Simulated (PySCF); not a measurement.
O2Se, triplet (typed; the unrestricted solution is spin-contaminated), at a GFN2-xTB geometry (a higher spin typed on purpose: for a closed-shell molecule this is an excited state); PySCF with DF-HF/aug-cc-pVDZ.

Input for PySCF:
```python
from pyscf import gto, scf
import numpy

mol = gto.M(
    atom='''
O    -1.393215    0.525512    0.028660
Se    0.013919   -0.278543   -0.023334
O     1.334057    0.658294    0.070509
''',
    basis='aug-cc-pvdz',
    charge=0,
    spin=2,
    verbose=4,
    cart=True,
)
print('smallest overlap eigenvalue', numpy.linalg.eigvalsh(mol.intor('int1e_ovlp'))[0])

mf = scf.UHF(mol)
mf = mf.density_fit(auxbasis='def2-universal-jkfit')
mf.kernel()
mf.analyze()
```

It wrote (shortened):

```
PySCF version 2.14.0

[INPUT] verbose = 4
[INPUT] num. atoms = 3
[INPUT] num. electrons = 50
[INPUT] charge = 0
[INPUT] spin (= nelec alpha-beta = 2S) = 2
[INPUT] symmetry False subgroup None
[INPUT] Mole.unit = angstrom
[INPUT] Cartesian GTO integrals (6d 10f)
[INPUT] Symbol           X                Y                Z      unit          X                Y                Z       unit  Magmom
[INPUT]  1 O     -1.393215000000   0.525512000000   0.028660000000 AA   -2.632794782636   0.993073755172   0.054159550730 Bohr   0.0
[INPUT]  2 Se     0.013919000000  -0.278543000000  -0.023334000000 AA    0.026303097928  -0.526369983915  -0.044094869391 Bohr   0.0
[INPUT]  3 O      1.334057000000   0.658294000000   0.070509000000 AA    2.521002364559   1.243995369444   0.133242699317 Bohr   0.0

nuclear repulsion = 189.937458670602
number of shells = 25
number of NR pGTOs = 167
number of NR cGTOs = 89
basis = aug-cc-pvdz
ecp = {}
smallest overlap eigenvalue 0.0005442890178793696

******** <class 'pyscf.df.df_jk.DFUHF'> ********
method = DFUHF
initial guess = minao
damping factor = 0
level_shift factor = 0
DIIS = <class 'pyscf.scf.diis.CDIIS'>
diis_start_cycle = 1
diis_space = 8
diis_damp = 0
SCF conv_tol = 1e-09
SCF conv_tol_grad = None
SCF max_cycles = 50
direct_scf = False
number electrons alpha = 26  beta = 24
Set gradient conv threshold to 3.16228e-05
******** <class 'pyscf.df.df.DF'> ********
auxbasis = def2-universal-jkfit
init E= -2548.77130210034

cycle= 1 E= -2549.24415542996  delta_E= -0.473  |g|= 0.508  |ddm|= 2.84
cycle= 2 E= -2549.31251891729  delta_E= -0.0684  |g|= 0.418  |ddm|= 0.683
cycle= 3 E= -2549.38204635108  delta_E= -0.0695  |g|= 0.067  |ddm|= 0.271
cycle= 4 E= -2549.38764661367  delta_E= -0.0056  |g|= 0.0359  |ddm|= 0.115
cycle= 5 E= -2549.39033500913  delta_E= -0.00269  |g|= 0.0189  |ddm|= 0.0898
cycle= 6 E= -2549.39153774459  delta_E= -0.0012  |g|= 0.0105  |ddm|= 0.0645
cycle= 7 E= -2549.39198983117  delta_E= -0.000452  |g|= 0.00486  |ddm|= 0.0461
cycle= 8 E= -2549.39211455396  delta_E= -0.000125  |g|= 0.00212  |ddm|= 0.0266
cycle= 9 E= -2549.39213605488  delta_E= -2.15e-05  |g|= 0.000739  |ddm|= 0.0111
cycle= 10 E= -2549.39213785929  delta_E= -1.8e-06  |g|= 0.000327  |ddm|= 0.00296
cycle= 11 E= -2549.39213814483  delta_E= -2.86e-07  |g|= 0.000156  |ddm|= 0.00115
cycle= 12 E= -2549.39213819853  delta_E= -5.37e-08  |g|= 5.61e-05  |ddm|= 0.000513
cycle= 13 E= -2549.39213820477  delta_E= -6.23e-09  |g|= 2.64e-05  |ddm|= 0.000187
cycle= 14 E= -2549.39213820594  delta_E= -1.17e-09  |g|= 1.75e-05  |ddm|= 6.33e-05
cycle= 15 E= -2549.39213820628  delta_E= -3.35e-10  |g|= 6.06e-06  |ddm|= 3.38e-05
Extra cycle  E= -2549.39213820632  delta_E= -4.37e-11  |g|= 4.41e-06  |ddm|= 8.72e-06
converged SCF energy = -2549.39213820632  <S^2> = 2.1449229  2S+1 = 3.0951077
**** SCF Summaries ****
Total Energy =                       -2549.392138206320396
Nuclear Repulsion Energy =             189.937458670602297
One-electron Energy =                -3924.871973871307546
Two-electron Energy =                 1185.542376994384767
Two-electron Coulomb Energy =         1287.469167829997559
DFT Exchange-Correlation Energy =     -101.926790835612792
**** MO energy ****
                             alpha | beta                alpha | beta
MO #1   energy= -461.036882129056  | -461.034102151538  occ= 1 | 1
MO #2   energy= -60.8296783335519  | -60.8277171689483  occ= 1 | 1
MO #3   energy= -54.4347610526176  | -54.4307524478938  occ= 1 | 1
MO #4   energy= -54.4322796848177  | -54.4298102299921  occ= 1 | 1
MO #5   energy= -54.4300204309868  | -54.426718509846   occ= 1 | 1
MO #6   energy= -20.6569412020997  | -20.6233130124746  occ= 1 | 1
MO #7   energy= -20.656930634931   | -20.6232840578372  occ= 1 | 1
MO #8   energy= -9.07693151933024  | -9.07089332380352  occ= 1 | 1
MO #9   energy= -6.81202533424472  | -6.80813537638831  occ= 1 | 1
MO #10  energy= -6.8088520572174   | -6.80179051337928  occ= 1 | 1
MO #11  energy= -6.80336255324677  | -6.79181383847149  occ= 1 | 1
MO #12  energy= -2.79383968108408  | -2.79393848311356  occ= 1 | 1
MO #13  energy= -2.79170510990664  | -2.78890917900054  occ= 1 | 1
MO #14  energy= -2.78928444687374  | -2.78370419315335  occ= 1 | 1
MO #15  energy= -2.78907857158784  | -2.78069955578584  occ= 1 | 1
MO #16  energy= -2.78689192893465  | -2.78012039871685  occ= 1 | 1
MO #17  energy= -1.45927297364113  | -1.3652644905943   occ= 1 | 1
MO #18  energy= -1.39706667636194  | -1.28629972748222  occ= 1 | 1
MO #19  energy= -0.924067097900419 | -0.805679475466604 occ= 1 | 1
MO #20  energy= -0.706845942715092 | -0.59478721935839  occ= 1 | 1
MO #21  energy= -0.679306602177753 | -0.586221011825066 occ= 1 | 1
MO #22  energy= -0.664291472193649 | -0.569556252721267 occ= 1 | 1
MO #23  energy= -0.606639999029002 | -0.479275956763535 occ= 1 | 1
MO #24  energy= -0.562686693963771 | -0.420220968025028 occ= 1 | 1
MO #25  energy= -0.560111061900048 | -0.0658903873043926 occ= 1 | 0
MO #26  energy= -0.394465242589234 | 0.0160146336543054 occ= 1 | 0
MO #27  energy= 0.0605811217687003 | 0.0675888711253943 occ= 0 | 0
MO #28  energy= 0.0679400159123995 | 0.077080081108303  occ= 0 | 0
MO #29  energy= 0.077910050154825  | 0.0888194641958326 occ= 0 | 0
MO #30  energy= 0.085208817668776  | 0.0993950056884134 occ= 0 | 0
MO #31  energy= 0.161594990381461  | 0.201875454270424  occ= 0 | 0
MO #32  energy= 0.179004162743304  | 0.205239485852788  occ= 0 | 0
MO #33  energy= 0.20235985868495   | 0.208363191993133  occ= 0 | 0
MO #34  energy= 0.209835900676725  | 0.229060097653096  occ= 0 | 0

To work with the spin densities directly, `use mulliken_meta_spin()` only printing them here.

WARN: Weak orthogonality for localized orbitals 1.5380581392890875e-08

 ** Mulliken spin pop alpha/beta on meta-lowdin orthogonal AOs **
 ** Mulliken Spin Density (per AO)  **
spin_pop of  0  O 1s       -0.00000
spin_pop of  0  O 2s       -0.00072
spin_pop of  0  O 3s       -0.00179
spin_pop of  0  O 4s        0.00010
spin_pop of  0  O 2px      -0.00429
spin_pop of  0  O 2py       0.52921
spin_pop of  0  O 2pz       0.16523
spin_pop of  0  O 3px      -0.00029
spin_pop of  0  O 3py      -0.00029
spin_pop of  0  O 3pz       0.00155
spin_pop of  0  O 4px      -0.00035
spin_pop of  0  O 4py       0.00034
spin_pop of  0  O 4pz      -0.00075
spin_pop of  0  O 3dxx     -0.00050
spin_pop of  0  O 3dxy      0.00164
spin_pop of  0  O 3dxz     -0.00134
spin_pop of  0  O 3dyy     -0.00039
spin_pop of  0  O 3dyz     -0.00062
spin_pop of  0  O 3dzz      0.00018
spin_pop of  0  O 4dxx     -0.00064
spin_pop of  0  O 4dxy      0.00031
spin_pop of  0  O 4dxz     -0.00024
spin_pop of  0  O 4dyy     -0.00032
spin_pop of  0  O 4dyz     -0.00029
spin_pop of  0  O 4dzz     -0.00119
spin_pop of  1 Se 1s        0.00001
spin_pop of  1 Se 2s        0.00154
spin_pop of  1 Se 3s        0.00598
spin_pop of  1 Se 4s        0.05934
spin_pop of  1 Se 5s        0.00077
spin_pop of  1 Se 6s        0.00023
spin_pop of  1 Se 2px      -0.00000
spin_pop of  1 Se 2py       0.00000
spin_pop of  1 Se 2pz       0.00000
spin_pop of  1 Se 3px      -0.00001
spin_pop of  1 Se 3py       0.00000
spin_pop of  1 Se 3pz       0.00002
spin_pop of  1 Se 4px      -0.21795
spin_pop of  1 Se 4py       0.09286
spin_pop of  1 Se 4pz       0.67182
spin_pop of  1 Se 5px      -0.00091
spin_pop of  1 Se 5py       0.00211
spin_pop of  1 Se 5pz       0.00357
spin_pop of  1 Se 6px       0.00067
spin_pop of  1 Se 6py       0.00027
spin_pop of  1 Se 6pz       0.00031
spin_pop of  1 Se 3dxx      0.00311
spin_pop of  1 Se 3dxy     -0.00001
spin_pop of  1 Se 3dxz      0.00003
spin_pop of  1 Se 3dyy      0.00208
spin_pop of  1 Se 3dyz      0.00005
spin_pop of  1 Se 3dzz      0.00264
spin_pop of  1 Se 4dxx      0.00292
spin_pop of  1 Se 4dxy     -0.00507
spin_pop of  1 Se 4dxz     -0.01101
spin_pop of  1 Se 4dyy      0.00029
spin_pop of  1 Se 4dyz      0.00703
spin_pop of  1 Se 4dzz      0.00358
spin_pop of  1 Se 5dxx      0.00225
spin_pop of  1 Se 5dxy      0.00009
spin_pop of  1 Se 5dxz      0.00073
spin_pop of  1 Se 5dyy      0.00019
spin_pop of  1 Se 5dyz      0.00085
spin_pop of  1 Se 5dzz      0.00056
spin_pop of  2  O 1s       -0.00000
spin_pop of  2  O 2s       -0.00072
spin_pop of  2  O 3s       -0.00177
spin_pop of  2  O 4s        0.00010
spin_pop of  2  O 2px      -0.01389
spin_pop of  2  O 2py       0.53858
spin_pop of  2  O 2pz       0.16548
spin_pop of  2  O 3px      -0.00037
spin_pop of  2  O 3py      -0.00024
spin_pop of  2  O 3pz       0.00155
spin_pop of  2  O 4px      -0.00051
spin_pop of  2  O 4py       0.00048
spin_pop of  2  O 4pz      -0.00075
spin_pop of  2  O 3dxx     -0.00056
spin_pop of  2  O 3dxy      0.00153
spin_pop of  2  O 3dxz     -0.00114
spin_pop of  2  O 3dyy     -0.00027
spin_pop of  2  O 3dyz     -0.00080
spin_pop of  2  O 3dzz      0.00017
spin_pop of  2  O 4dxx     -0.00066
spin_pop of  2  O 4dxy      0.00024
spin_pop of  2  O 4dxz     -0.00017
spin_pop of  2  O 4dyy     -0.00024
spin_pop of  2  O 4dyz     -0.00036
spin_pop of  2  O 4dzz     -0.00118
 ** Mulliken Spin Density (per atom)  **
spin density of  0 O =      0.68456
spin density of  1 Se =      0.63097
spin density of  2 O =      0.68448

WARN: Weak orthogonality for localized orbitals 1.5380581392890875e-08

 ** Mulliken pop alpha/beta on meta-lowdin orthogonal AOs **
 ** Mulliken pop       alpha | beta **
In total            26.00000 | 24.00000
 ** Mulliken atomic charges   ( Nelec_alpha | Nelec_beta ) **
charge of  0O =     -0.59172  (     4.63814      3.95358 )
charge of  1Se =      1.18362  (    16.72367     16.09271 )
charge of  2O =     -0.59189  (     4.63819      3.95371 )
Dipole moment(X, Y, Z, Debye):  0.10372, -2.07509, -0.17383
```
